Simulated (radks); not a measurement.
Values are calculated unless marked as measured or tabulated.
Coulomb parameter of the 5d shell of the mercury ion Hg2+ in the model configuration [Xe] 4f14 5d9 6s1, as a second difference U = [E(n + 0.5) + E(n - 0.5) - 2 E(n)] / (0.5)^2 with all orbitals relaxed. "Bare": the charge of the atom changes with n. "Screened": the 6s shell takes up the change at fixed total charge, which measures U(5d,5d) + U(6s,6s) - 2 U(5d,6s). Level of theory: scalar-relativistic Kohn-Sham, PBE, spin-unpolarised, spherical densities, point nucleus (a radial shooting solver on a logarithmic mesh with Libxc functionals).

| case | configuration | E - E(n) (eV) |
|---|---|---|
| start | [Xe] 4f14 5d9 6s1 | 0.000 |
| bare +0.5 | [Xe] 4f14 5d9.5 6s1 | -14.145 |
| bare -0.5 | [Xe] 4f14 5d8.5 6s1 | 17.489 |
| screened +0.5 | [Xe] 4f14 5d9.5 6s0.5 | -3.240 |
| screened -0.5 | [Xe] 4f14 5d8.5 6s1.5 | 3.604 |

U(bare) = 13.379 eV, U(screened by 6s) = 1.456 eV, against the Slater integral F0(5d,5d) = 17.467 eV with frozen orbitals.
